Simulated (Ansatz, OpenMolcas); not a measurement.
## The same job for OpenMolcas

Ansatz 0.2.0 runs this on GeS (germanium sulfide):

run.yaml:
```yaml
crystal:
  periodic: [false, false, false]
  atoms:
    - {symbol: S, position_ang: [0.000000, 0.000000, 0.000000]}
    - {symbol: Ge, position_ang: [0.000000, 0.000000, 2.012086]}
basis:
  gaussian:
    orbitals: aug-cc-pVTZ
hamiltonian:
  xc: {name: BLYP}
accuracy: high
output: {orbitals: {seedname: orbitals}}
```

```bash
$ ansatz run run.yaml --threads 1 --pin off --max-ram 3480MiB --events-out events.jsonl --progress --plain --runs-dir runs
```

Geometry: the measured bond length.

It gives a total energy of -2475.355002 Eh.

Translate the job to OpenMolcas 26.06 as an input file of the program's own, asking for the gradient.

For example:

test.inp:
```
>>> EXPORT MOLCAS_PRINT=2

&GATEWAY
  BasLib
  $CurrDir
  BasisSet
  S.aug-cc-pVTZ....
  S1 0.000000 0.000000 0.000000 angstrom
  End of Basis
  BasisSet
  Ge.aug-cc-pVTZ....
  Ge2 0.000000 0.000000 2.012086 angstrom
  End of Basis

&SEWARD
  GridInput
  Grid=UltraFine
  End of Grid

&SCF
  KSDFT
  BLYP
  Thresholds
  1e-10 1e-07 1e-07 1e-05
  PrOrbitals
  1 1

&ALASKA
```

```bash
$ export MOLCAS_MEM=1860
$ pymolcas test.inp > test.log
```

(Basis files named in the input come from the Basis Set Exchange and aren't shown.)

Its energy is -2475.354994 Eh, 0.008 mEh from the first.
